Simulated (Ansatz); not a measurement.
A nudged elastic band was laid between two geometries of BH4NO + H3P (11 atoms, charge 0, multiplicity 1).

All numbers below come from RKS B3LYP-D4/def2-SVP (Ansatz 0.2.0).

```yaml
movable_images: 7
climbing_image: yes
spring: 5.0 eV/Å²
optimiser: quadratic models (default)
start_path: through a guess of the saddle point
force_threshold: 0.05 eV/Å
iteration_limit: 60
end_points: relaxed
```

Initial state:

```xyz
11
Properties=species:S:1:pos:R:3
B 0.206 -0.632 0.164
N 0.143 -0.859 1.554
H -0.671 -0.687 2.135
H 0.928 -1.238 2.068
H 1.227 -0.881 -0.431
O -0.828 -0.126 -0.575
H -1.637 0.037 -0.073
P -0.561 3.045 0.796
H -1.876 2.483 0.743
H -0.888 3.876 1.916
H -0.056 1.994 1.622
```

Final state:

```xyz
11
Properties=species:S:1:pos:R:3
B -0.213 0.443 0.283
N -0.149 -0.092 1.837
H -0.004 -1.107 1.851
H 0.594 0.365 2.369
H 0.909 0.211 -0.172
O -1.311 -0.327 -0.230
H -1.345 -0.291 -1.191
P -0.514 2.431 0.318
H -1.501 2.482 1.363
H 0.565 2.791 1.194
H -1.043 0.104 2.297
```

(1) Which bonds break or form, and what moves?

(2) What energy profile does the band end with?

(3) What is the geometry of the highest image?

Results:

(1) Bonds broken: P8–H11. Bonds formed: B1–P8, N2–H11. BH4NO + H3P becomes BH7NOP.

(2) The forces met the threshold. The highest image is number 3 of 0 to 8, 48.0 kcal/mol above the first end and 34.4 kcal/mol above the last; the last end lies 13.6 kcal/mol above the first. The profile has 2 maxima (images 3, 6) with wells between them (image 5): this band takes more than one step, which may be the mechanism or a detour left from its start path. Neighbouring images differ by up to 1.9 eV, so the band resolves the path poorly. A vibrational analysis at the climbing image gives one clearly imaginary mode, 1392i cm⁻¹: a first-order saddle point. The orbitals stay closed-shell, which can raise the energy where a bond breaks towards radicals; this wasn't checked here.

```json
{"image": "0", "path coordinate (Å)": "0.00", "energy (kcal/mol)": "0.0", "P8–H11 (Å)": "1.43", "B1–P8 (Å)": "3.81", "N2–H11 (Å)": "2.86"}
{"image": "1", "path coordinate (Å)": "1.23", "energy (kcal/mol)": "0.5", "P8–H11 (Å)": "1.43", "B1–P8 (Å)": "3.75", "N2–H11 (Å)": "2.75"}
{"image": "2", "path coordinate (Å)": "2.46", "energy (kcal/mol)": "3.5", "P8–H11 (Å)": "1.43", "B1–P8 (Å)": "3.29", "N2–H11 (Å)": "2.30"}
{"image": "3", "path coordinate (Å)": "3.69", "energy (kcal/mol)": "48.0", "P8–H11 (Å)": "1.84", "B1–P8 (Å)": "2.49", "N2–H11 (Å)": "1.27"}
{"image": "4", "path coordinate (Å)": "4.64", "energy (kcal/mol)": "19.8", "P8–H11 (Å)": "2.57", "B1–P8 (Å)": "2.07", "N2–H11 (Å)": "1.02"}
{"image": "5", "path coordinate (Å)": "5.60", "energy (kcal/mol)": "14.9", "P8–H11 (Å)": "2.98", "B1–P8 (Å)": "2.01", "N2–H11 (Å)": "1.02"}
{"image": "6", "path coordinate (Å)": "6.55", "energy (kcal/mol)": "15.9", "P8–H11 (Å)": "2.94", "B1–P8 (Å)": "2.00", "N2–H11 (Å)": "1.02"}
{"image": "7", "path coordinate (Å)": "7.51", "energy (kcal/mol)": "14.7", "P8–H11 (Å)": "2.95", "B1–P8 (Å)": "2.01", "N2–H11 (Å)": "1.02"}
{"image": "8", "path coordinate (Å)": "8.46", "energy (kcal/mol)": "13.6", "P8–H11 (Å)": "3.10", "B1–P8 (Å)": "2.01", "N2–H11 (Å)": "1.02"}
```

(3) 
```xyz
11
Properties=species:S:1:pos:R:3
B 0.047 0.076 0.224
N -0.141 -0.199 1.747
H -1.006 -0.648 2.048
H 0.664 -0.587 2.242
H 1.189 0.285 -0.091
O -0.785 -0.491 -0.698
H -1.680 -0.688 -0.398
P -0.571 2.473 0.488
H -1.738 2.672 1.299
H 0.325 3.071 1.431
H -0.316 1.049 1.628
```

Run time: 10 min on 2 threads of Arm Neoverse V1, with other jobs on the host, peak memory 0.19 GiB.
